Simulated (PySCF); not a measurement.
C₂H₅BBrCl. Atoms are numbered in the order given.

```xyz
10

B      0.0448    -0.1585    -0.3156
Cl     0.5001     0.9810    -1.5748
Br    -0.2372     0.5266     1.4669
C     -0.1343    -1.6878    -0.5914
C      0.0908    -2.1824    -2.0224
H     -1.1479    -1.9554    -0.2349
H      0.5337    -2.2136     0.1183
H      1.1124    -1.9596    -2.3675
H     -0.6007    -1.6963    -2.7280
H     -0.0605    -3.2702    -2.0985
```
Charge 0, spin multiplicity 1.

Geometry optimised at B3LYP-D3(BJ)/def2-SVP. One conformer was computed; it need not be the lowest.

Computed with PySCF with PBE/pcSseg-1.

GIAO shieldings, no solvent; atoms alike by connectivity are averaged. δ = σ(ref) − σ: ¹¹B against BF3 (σ = 83.9 ppm); ³⁵Cl against HCl (σ = 936.5 ppm); ¹³C against TMS (σ = 182.0 ppm); ¹H against TMS (σ = 31.49 ppm), references at their B3LYP-D3(BJ)/def2-TZVP geometries, non-relativistic (without spin–orbit terms, shifts of atoms bonded to Cl or Br come out too high).

```tsv
nucleus	atoms	count	δ (ppm)
¹¹B	B1	1	62.2
³⁵Cl	Cl2	1	344.0
¹³C	C4	1	32.6
¹³C	C5	1	13.7
¹H	H6, H7	2	2.12
¹H	H8, H9, H10	3	1.41
```
